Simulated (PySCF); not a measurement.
A structure optimised at PBE-D3(BJ)/def2-TZVP, used in a PySCF frequency run:

```xyz
6

B      0.0000     0.0000    -1.3296
H      1.0163     0.5868    -1.6486
H     -1.0163     0.5868    -1.6486
H      0.0000    -1.1735    -1.6486
C      0.0000     0.0000     0.1747
O      0.0000     0.0000     1.3182
```
Charge 0, spin multiplicity 1.

Write its SMILES, formula and point group.

[BH3-]C#[O+], CH3BO, C3v

What are its rotational constants (standard atomic weights)?

121.35, 8.8312, 8.8312 GHz
